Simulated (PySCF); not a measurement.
**How methods differ on the fine-structure interval of In**

In [Kr] 4d10 5s2 5p1 [5p1/2^1, M_J = 1/2] → In [Kr] 4d10 5s2 5p1 [5p3/2^1, M_J = 3/2], as a difference of total energies. Calculation: PySCF 2.14, in x2c-SVPall-2c; the two-component X2C-1e Hamiltonian. Correlated levels: [Ar] 3d10 frozen; the 6 highest virtual spinors dropped. "Screened" scales the spin-orbit matrix elements by Boettger's factors to mimic the two-electron term; Breit and QED terms are absent.

```json
{"method": "GHF (screened spin-orbit)", "fine-structure interval (cm⁻¹)": "2835.4"}
{"method": "GMP2 (screened spin-orbit)", "fine-structure interval (cm⁻¹)": "2254.9"}
{"method": "GHF (bare spin-orbit)", "fine-structure interval (cm⁻¹)": "2921.9"}
```

Errors of the correlated levels include the incompleteness of this basis and the frozen core.

GHF and GMP2 differ strongly here because the two determinants are spin-polarised to different degrees; the interval is a small difference of such terms.

For comparison: 2212.6 cm⁻¹ (measured; NIST Handbook of Basic Atomic Spectroscopic Data (Sansonetti and Martin, J. Phys. Chem. Ref. Data 34, 1559 (2005))).
